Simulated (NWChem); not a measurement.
Molecule: C3H8N2Si; SMILES C=C1CN[Si@H]1N

```xyz
14

C      1.3816     1.9237    -0.0462
C      0.3879     1.0405     0.0345
C     -1.1024     1.2275    -0.2362
N     -1.4898    -0.1695    -0.0549
Si     0.0606    -0.7806     0.4236
N      0.7135    -2.0827    -0.4792
H      2.4161     1.6398     0.1728
H      1.2142     2.9697    -0.3334
H     -1.5679     1.9244     0.4896
H     -1.3100     1.6209    -1.2519
H     -2.4542    -0.4679    -0.0821
H      0.2779    -1.2215     1.8393
H      0.7636    -2.0934    -1.4903
H      1.2443    -2.8284    -0.0487
```
Atoms are numbered in this order, from 1.

All runs: NWChem. Medium grid unless said otherwise, to which SCAN and Minnesota functionals are sensitive. All runs use the structure optimised with PBE0/def2-SVP. Hybrids' shares of exact exchange are those that their runs print; pure functionals count as 0. The functionals differ in more than this share.

```csv
row,share of exact exchange,highest occupied level (eV)
PBE/def2-SVP,0.00,-5.01
TPSSh/def2-SVP,0.10,-5.68
B3LYP/def2-SVP,0.20,-6.14
PBE0/def2-SVP,0.25,withheld
M06-2X/def2-SVP,0.54,-7.72
```

Q: Fit a straight line of the last column on the one before it, predict the withheld value, and compare with the run.

A: 
1. Means of the 4 shown rows: x = 0.210, y = -6.137. Slope Σ(x − x̄)(y − ȳ)/Σ(x − x̄)² = -0.8093/0.1652 = -4.899; intercept -5.109.
2. The shown rows scatter about the line by 0.071 (root mean square); the largest residual is +0.10, at PBE/def2-SVP.
3. At x = 0.25 (PBE0/def2-SVP; inside the shown range) the line gives -6.33.
4. The run gives -6.41, -0.08 from the line, 1.1 times the scatter.
